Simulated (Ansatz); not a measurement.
Species: sum formula SiHCl, charge 0, multiplicity 1. 
Structure (B3LYP-D3(BJ)/def2-TZVP (Ansatz, a first-principles code) minimum search):
SMILES: [SiH]Cl
```xyz
3

Si     0.7933    -0.2087     0.7471
H      1.8312    -0.4893    -0.3363
Cl    -0.7611     0.2007    -0.5955
```

Parts of the frozen-core correlation energy in STO-3G (Ansatz, hartree). Frozen orbitals: 10; correlated occupied orbitals by spin: 6 and 6; virtual: 3 and 3. No spin-orbit coupling. Non-relativistic.

```tsv
term	value
reference (HF)	-740.75695
MP2 opposite-spin	(withheld)
MP2 same-spin	-0.00233
CCSD correlation	(withheld)
(T)	(withheld)
FCI minus CCSD(T)	-0.00027
T1 diagnostic	0.012
largest doubles amplitude	0.090
```

Q: Some entries are withheld; supply them.

A: 
- MP2 opposite-spin, value: -0.03249
- CCSD correlation, value: -0.05133
- (T), value: -0.00102
